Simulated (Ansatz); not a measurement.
Mulliken charges of `C[NH][Zr]([F])([F])[F]` from B3LYP/def2-TZVPP in Ansatz (PBE0-D4/def2-TZVP geometry).

```tsv
atom	x (Å)	y (Å)	z (Å)	charge (e)
C1	0.790	-1.276	0.245	-0.157
N2	0.677	0.080	-0.258	-0.499
Zr3	-0.977	1.213	-0.158	1.451
F4	-2.391	0.268	-1.032	-0.407
F5	-0.582	2.891	-0.970	-0.400
F6	-1.476	1.369	1.681	-0.407
H7	1.030	-1.991	-0.549	0.106
H8	1.548	-1.362	1.031	0.106
H9	-0.161	-1.597	0.684	0.081
H10	1.542	0.404	-0.673	0.125
```

Question: By hand: the dipole of these point charges (1 e Å = 4.8032 D).

Answer: Σ q r = (0.380, -0.336, 0.007) e Å, of length 0.507 e Å = 2.44 D.

Question: How does the dipole of the full density compare? (An estimate is asked.)

Answer: The calculation gave: (0.508, -0.286, -0.056) e Å, 2.81 D; the point charges give 0.87 times that, at 14° from its direction.

Point charges leave out the atoms' own dipoles, such as those of lone pairs, and Mulliken's split depends on the basis, so the close match here is no proof of good charges.

B3LYP here is the variant with VWN-RPA as its local correlation; programs differ in this.
